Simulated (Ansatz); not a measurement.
C₄F₉−, SMILES `FC(F)(F)[C-](C(F)(F)F)C(F)(F)F`. The species carries charge -1 and has multiplicity 1. The geometry is a stationary point of PBE0-D4/def2-TZVPD.

```xyz
13

F     1.801   -0.095    1.571
C     0.766    0.644    1.046
F     1.397    1.815    0.692
F    -0.006    0.969    2.106
C     0.000    0.000    0.000
C     0.654   -0.423   -1.220
F     0.178    0.140   -2.381
F     1.974   -0.138   -1.207
F     0.583   -1.768   -1.501
C    -1.420   -0.221    0.174
F    -1.968   -0.831   -0.899
F    -2.182    0.908    0.370
F    -1.777   -1.001    1.250
```

Q: Give the Mulliken charges with PBE, r2SCAN, B3LYP in def2-TZVPPD. (Estimate.)

A: Computed: 
```
atom    PBE  r2SCAN  B3LYP
  F1  -0.31   -0.34  -0.37
  C2   0.82    0.69   1.04
  F3  -0.31   -0.34  -0.37
  F4  -0.30   -0.33  -0.36
  C5  -0.69   -0.04  -0.82
  C6   0.82    0.69   1.04
  F7  -0.31   -0.34  -0.37
  F8  -0.30   -0.33  -0.36
  F9  -0.31   -0.34  -0.37
 C10   0.82    0.69   1.04
 F11  -0.30   -0.33  -0.36
 F12  -0.31   -0.34  -0.37
 F13  -0.31   -0.34  -0.37
```

B3LYP here is the variant with VWN-RPA as its local correlation; programs differ in this.
